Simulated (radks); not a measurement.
Spherical jellium clusters: N electrons in a uniform positive sphere of charge N and radius rs N^(1/3), rs = 4.57 bohr. Method: non-relativistic Kohn-Sham, LDA (Slater exchange, Perdew-Wang correlation), spin-polarised, spherical densities; computed with a radial shooting solver with Libxc functionals. Levels are named by radial order and angular momentum (1s, 1p, 1d, 2s, ...), and open shells are averaged over m.

N = 30, configuration 1s2 1p6 1d10 2s2 1f(up 7, down 3). This is the lowest configuration that the search found. Occupied and some empty levels:

| level | occupation | eigenvalue (eV) | <r> (bohr) |
|---|---|---|---|
| 1s up | 1 | -4.5369 | 8.464 |
| 1s down | 1 | -4.4408 | 8.092 |
| 1p up | 3 | -4.0468 | 10.09 |
| 1p down | 3 | -3.9053 | 9.934 |
| 1d up | 5 | -3.4360 | 11.09 |
| 1d down | 5 | -3.2749 | 11.04 |
| 2s up | 1 | -3.1642 | 8.609 |
| 2s down | 1 | -3.0867 | 8.855 |
| 1f up | 7 | -2.7088 | 11.86 |
| 1f down | 3 | -2.5421 | 11.89 |
| 2p up | 0 | -2.2231 | 9.934 |
| 2p down | 0 | -2.1491 | 10.01 |
| 1g up | 0 | -1.8803 | 12.57 |
| 1g down | 0 | -1.7170 | 12.64 |
| 2d up | 0 | -1.2945 | 11.73 |
| 2d down | 0 | -1.2142 | 11.80 |

Energy (eV): total -56.5458, kinetic 41.768, external -2055.6, Hartree 1021.9, exchange-correlation -99.407, background 1034.8.
